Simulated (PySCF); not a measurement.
# TcO₂Cl₃: from structure and modes to constants

These are results of B3LYP/[Tc def2-SVP with ECP28, O def2-SVP, Cl def2-SVP], scalar-relativistic core potentials, density fitting, no spin–orbit coupling, PySCF, not measurements.

The singlet minimum has C2v symmetry. Masses (u): Tc 98.90722, O 15.99492, Cl 34.96885.

```xyz
6
charge 0 multiplicity 1, angstrom
Tc    0.0000    0.0000   -0.3196
O     0.0000    1.3726   -1.2515
O     0.0000   -1.3726   -1.2515
Cl    0.0000    0.0000    2.0188
Cl    2.3024    0.0000    0.0151
Cl   -2.3024    0.0000    0.0151
```

Harmonic wavenumbers (cm⁻¹): 35.9 (b2, ×1), 143.3 (a1, ×1), 215.5 (b2, ×1), 222.6 (b1, ×1), 267.3 (b1, ×1), 268.8 (a2, ×1), 291.7 (a1, ×1), 320.3 (a1, ×1), 370.5 (b1, ×1), 399.9 (a1, ×1), 1010.9 (b2, ×1), 1036.3 (a1, ×1).

Problem. Find the principal moments of inertia and the rotational constants. What kind of rotor is it?

Solution. About the centre of mass I = 263, 431, 573.47 u Å². With B = 16.8576/I this gives 0.0641, 0.03911, 0.0294 cm⁻¹. The molecule is an asymmetric top with κ = -0.44.

Problem. What is the harmonic zero-point energy?

Solution. Half the sum of all 12 wavenumbers, 4583/2 = 2292 cm⁻¹, which is 27.4 kJ/mol (1 cm⁻¹ = 0.0119627 kJ/mol).

Problem. Find the vibrational entropy and heat capacity at 298.15 K.

Solution. With u = 1.43878 ω/T, each mode gives S = R[u/(eᵘ−1) − ln(1−e⁻ᵘ)] and C = R u² eᵘ/(eᵘ−1)².
```
ω (cm⁻¹)      u  S (J/(mol K))  C (J/(mol K))
    35.9  0.173          22.89           8.29
   143.3  0.691          11.55           7.99
   215.5  1.040           8.35           7.60
   222.6  1.074           8.11           7.56
   267.3  1.290           6.75           7.25
   268.8  1.297           6.71           7.24
   291.7  1.407           6.13           7.07
   320.3  1.546           5.47           6.84
   370.5  1.788           4.51           6.41
   399.9  1.930           4.03           6.15
  1010.9  4.878           0.37           1.53
  1036.3  5.001           0.34           1.42
```
The sums over all modes are S = 85.2 and C = 75.4 J/(mol K); the softest mode gives 27 % of the entropy.

Problem. Give the standard entropy (298.15 K, 1 bar) by its translational, rotational, vibrational and spin parts, and Cp.

Solution. Sackur–Tetrode with M = 235.80 u gives 177.0; rotation with symmetry number 2 gives 117.5; vibration 85.2; spin R ln 1 = 0.0. The total is 379.7 J/(mol K), and Cp = 4 R + 75.4 = 108.6 J/(mol K).

This need not be the most stable arrangement of these atoms.
